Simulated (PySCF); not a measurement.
Electron correlation in Ne+ (neon, charge +1)

[He] 2s2 2p5, 2P determinant. Calculation: PySCF 2.14, in pcseg-2; no relativity, point nucleus. Frozen: 1s2; 7 electrons correlated.

MP2 pair energies summed by pair of shells (mhartree):

```
 pair   energy  share (%)
2p-2p  -114.44       63.9
2s-2p   -56.03       31.3
2s-2s    -8.50        4.7
```

Total MP2 correlation energy: -178.98 mhartree.

Same-spin part -43.71 and opposite-spin part -135.26 mhartree; SCS-MP2 scales them by 1/3 and 6/5 to -176.89 mhartree.

| level | correlation energy (mhartree) |
| --- | --- |
| CCSD | -191.27 |
| (T) | -2.08 |
| CCSD(T) | -193.35 |

Diagnostics: T1 = 0.0049, D1 = 0.0073, largest double amplitude 0.027.

Cost of the coupled-cluster step: 0.34 s of wall time on 1 thread of Intel(R) Xeon(R) 6975P-C (shared host), for 7 correlated electrons.
